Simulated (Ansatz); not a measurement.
A nudged elastic band was laid between two geometries of C2H10BFSi2 (16 atoms, charge 0, multiplicity 1).

The calculation used Ansatz 0.2.0, RKS LDA/def2-SVP.

```json
{"movable images": "7", "climbing image": "yes", "spring": "5.0 eV/Å²", "optimiser": "quadratic models (default)", "start path": "IDPP", "force threshold": "0.05 eV/Å", "iteration limit": "60", "end points": "relaxed"}
```

Image 0:

```xyz
16
Properties=species:S:1:pos:R:3
C -0.841 -0.890 1.559
B -0.195 0.156 0.603
C 1.318 0.226 0.336
Si 1.159 -0.868 -1.214
Si -1.205 1.520 -0.467
F -0.140 1.944 -1.654
H -0.179 -1.743 1.824
H -1.835 -1.270 1.241
H -1.027 -0.332 2.512
H 1.721 1.194 -0.024
H 1.992 -0.281 1.059
H 1.648 -2.259 -0.914
H 1.872 -0.281 -2.397
H -0.311 -0.995 -1.566
H -1.526 2.786 0.296
H -2.474 1.070 -1.150
```

Image 8:

```xyz
16
Properties=species:S:1:pos:R:3
C -0.880 -0.883 1.539
B -0.266 0.170 0.572
C 1.249 0.394 0.429
Si 1.352 -0.807 -1.046
Si -1.313 1.346 -0.672
F -0.194 1.819 -1.788
H -1.791 -1.395 1.162
H -1.216 -0.297 2.431
H -0.156 -1.638 1.919
H 1.578 1.377 0.034
H 1.904 0.012 1.240
H 1.942 -2.117 -0.600
H 2.120 -0.224 -2.196
H -0.055 -1.106 -1.523
H -1.841 2.609 -0.027
H -2.456 0.715 -1.431
```

Problem. What changes between the two ends?

Solution. No bond is made or broken. The dihedral H7–C1–B2–Si5 goes from 162 to 34°. The two ends are copies of one structure, up to a mirror image or an exchange of like atoms.

Problem. What energy profile does the band end with?

Solution. The forces met the threshold. The highest image is number 3 of 0 to 8, 0.6 kcal/mol above the ends, which have the same energy within 2 meV. A vibrational analysis at the climbing image gives one clearly imaginary mode, 116i cm⁻¹: a first-order saddle point.

```
image  path coordinate (Å)  energy (kcal/mol)  dihedral H7–C1–B2–Si5 (°)
    0                 0.00                0.0                        162
    1                 0.48                0.1                        147
    2                 0.96                0.5                        130
    3                 1.44                0.6                        112
    4                 1.89                0.6                         96
    5                 2.34                0.4                         79
    6                 2.79                0.3                         64
    7                 3.24                0.1                         49
    8                 3.69                0.0                         34
```

Problem. What is the geometry of the highest image?

Solution. 
```xyz
16
Properties=species:S:1:pos:R:3:forces:R:3
C -0.894 -0.828 1.596 0.01 0.01 -0.03
B -0.269 0.211 0.613 -0.01 -0.01 0.02
C 1.251 0.340 0.406 -0.01 0.00 0.00
Si 1.294 -0.829 -1.095 -0.01 0.00 0.00
Si -1.286 1.406 -0.633 -0.01 0.00 0.00
F -0.169 1.841 -1.766 0.00 0.00 0.00
H -0.624 -1.855 1.247 0.00 0.00 0.01
H -1.997 -0.800 1.702 0.00 0.00 0.00
H -0.430 -0.740 2.605 0.00 0.00 0.01
H 1.606 1.315 0.011 -0.01 0.00 0.00
H 1.917 -0.064 1.198 0.00 0.00 0.00
H 1.847 -2.164 -0.670 0.00 0.00 0.00
H 2.079 -0.260 -2.241 0.01 0.00 0.00
H -0.120 -1.088 -1.572 0.00 0.01 -0.01
H -1.770 2.685 0.015 0.00 0.00 0.00
H -2.458 0.807 -1.372 0.00 0.00 0.00
```

Problem. What are the harmonic wavenumbers there?

Solution. 116i, 60, 89, 106, 146, 172, 248, 281, 346, 475, 517, 554, 566, 652, 689, 730, 777, 801, 827, 846, 865, 879, 886, 901, 907, 931, 1088, 1155, 1243, 1333, 1343, 1359, 2121, 2126, 2141, 2160, 2190, 2942, 2996, 3022, 3072, 3083 cm⁻¹.

The run took 57 s on 2 threads of AMD EPYC 9R14 (Zen 4), with other jobs on the host, peak memory 0.21 GiB.
